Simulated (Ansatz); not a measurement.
Program: Ansatz. Geometries: PBE0-D4/def2-TZVP. ΔE: electronic, gas phase. CCSD(T)/CBS is the MP2 limit (def2-TZVPP, def2-QZVPP) plus CCSD(T) − MP2 in def2-TZVPP, frozen cores. This one scheme is used for every species. Functionals use def2-TZVPP. B3LYP here is the variant with VWN-RPA as its local correlation; programs differ in this. One conformer a species, not always the lowest.

Consider the formal exchange of groups at a B–O bond: `COB(C)O` + `[AlH3]` → `CO[B](C)[AlH2]` + H₂O.

`COB(C)O`:

Z-matrix (Å, degrees):
```
C
O 1 1.408
H 1 1.090 2 107.9
H 1 1.094 2 111.3 3 -119.0
H 1 1.094 2 111.8 3 119.4
B 2 1.368 1 121.9 3 -171.4
O 6 1.364 2 116.5 1 -179.3
C 6 1.569 2 123.9 1 0.9
H 7 0.962 6 111.4 2 -0.0
H 8 1.090 6 111.5 2 -176.8
H 8 1.095 6 111.0 2 62.7
H 8 1.094 6 111.6 2 -55.5
```

`[AlH3]`:

Cartesian coordinates in Å:
```
Al 0.000 0.000 0.000
H -0.666 1.314 -0.586
H 1.480 -0.391 -0.414
H -0.814 -0.923 1.000
```

`CO[B](C)[AlH2]`:

Cartesian coordinates in Å:
```
C -0.465 -1.249 1.585
O 0.109 -1.185 0.306
B 0.208 -0.053 -0.431
C 0.892 -0.207 -1.839
Al -0.515 1.876 0.245
H -0.827 -0.266 1.918
H 0.279 -1.607 2.300
H -1.307 -1.944 1.572
H 1.782 0.429 -1.905
H 0.225 0.138 -2.637
H 1.188 -1.237 -2.056
H 0.427 2.918 1.008
H -1.997 2.387 -0.067
```

H₂O:

```xyz
3

O    -0.190   -0.335   -0.055
H     0.518   -0.161    0.569
H    -0.328    0.496   -0.514
```

Question: Is it downhill or uphill in electronic energy at CCSD(T)/CBS, and by how much? (Estimate.)

Answer: Computed: Uphill: ΔE = +40.5 kcal/mol.

Question: What do these levels give: r2SCAN-D4, B3LYP-D4, ωB97M-V, B2PLYP, PBE0, CCSD/def2-TZVPP, CCSD(T)/def2-TZVPP, HF/def2-QZVPP, MP2/def2-QZVPP, HF/CBS(def2), MP2/CBS(def2), CCSD/CBS(def2)? (An estimate is asked.)

Answer: Computed: r2SCAN-D4 41.8, B3LYP-D4 41.6, ωB97M-V 42.8, B2PLYP 42.8, PBE0 39.7, CCSD/def2-TZVPP 42.5, CCSD(T)/def2-TZVPP 41.7, HF/def2-QZVPP 47.7, MP2/def2-QZVPP 42.1, HF/CBS(def2) 47.7, MP2/CBS(def2) 41.7, CCSD/CBS(def2) 41.4 kcal/mol.

Largest T1 diagnostic among the species: 0.013.

In def2-TZVPP, CCSD(T) changes the Hartree–Fock value by −6.2 kcal/mol (the triples alone add −0.9 kcal/mol) and MP2 by −5.0 kcal/mol. From PBE to PBE0 (25 % exact exchange), in def2-TZVPP and without D4, ΔE moves by +2.0 kcal/mol.
